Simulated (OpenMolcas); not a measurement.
**O II: Slater's ratio, thermal populations, worked from levels**

| Quantity | Value |
| --- | --- |
| Program | OpenMolcas |
| Basis | ANO-RCC-VQZP [5s4p3d2f1g] |
| Scalar Hamiltonian | DKH2, point nucleus |
| Active space | 5 electrons in 4 orbitals (2s 2p) |
| State averaging | 2S+1 = 4 odd, 1 root; 2S+1 = 2 odd, 8 roots; 2S+1 = 4 even, 3 roots; 2S+1 = 2 even, 9 roots |
| Spin-orbit coupling | RASSI with atomic mean-field integrals over the reference wave functions, term energies averaged over their components |

Methods: CASSCF; SS-CASPT2, IPEA 0.25 Eh, imaginary shift 0.1 Eh (closed shells correlated: 1s). Measured levels: NIST Handbook of Basic Atomic Spectroscopic Data.

**Slater's ratio.** With one set of orbitals, p3 has 2D* - 4S* = 9 F2 and 2P* - 2D* = 6 F2 (F2 = F²/25), a ratio of 2/3. Term energies are centres of gravity, weighted by 2J + 1.

| Source | 2D* - 4S* | 2P* - 4S* | F2 from the first | Ratio |
| --- | --- | --- | --- | --- |
| CASSCF | 30583 | 41248 | 3398 | 0.349 |
| SS-CASPT2 | 27174 | 40558 | 3019 | 0.493 |
| measured | 26819 | 40469 | 2980 | 0.509 |

Energies in cm-1. A ratio away from 2/3 shows effects beyond one configuration with one set of orbitals, and in heavier atoms second-order spin-orbit shifts. In CASSCF the valence s occupation is 1.94 in 2P* against 2.00 in 2D*: mixing out of s² acts most on 2P* and pulls it down.

**Thermal populations.** Z = Σ (2J + 1) exp(-E/kT) with k = 0.695035 cm-1/K, over the levels below. No other level of either list lies under 90000 cm-1, which is above 7 kT at each temperature.

```csv
Level,2J + 1,SS-CASPT2,measured
2s2 2p3 4S* 3/2,4,0.0,0.0
2s2 2p3 2D* 3/2,4,27170,26831
2s2 2p3 2D* 5/2,6,27180,26811
2s2 2p3 2P* 3/2,4,40560,40468
2s2 2p3 2P* 1/2,2,40560,40470
```

```tsv
T (K)	Z, SS-CASPT2	Z, measured levels	Ground level (%), SS-CASPT2	Ground level (%), measured levels
12000	4.431	4.448	90.3	89.9
```

At 12000 K, kT = 8340 cm-1, and the computed levels give Z = 4.000 + 0.154 + 0.231 + 0.031 + 0.015 = 4.431.

CASPT2 does not keep the components of a term degenerate, so their means are used; among the terms shown or strongly mixed into the levels shown the widest spread is 150 cm-1 (2s2 2p3 2D*, SS-CASPT2). Without dynamic correlation excited terms often stand tens of per cent too high (terms of higher spin than the ground term too low), and those without a measured partner can miss by more than the paired ones (holds for CASSCF). Computed and measured levels are paired by configuration, term and J; levels that our copy of the source lacks, or whose pairing is in doubt (as where it misses far off the trend of its configuration), stay unpaired and out of the deviations. Levels of configurations outside the active space are missing.

* marks odd parity.
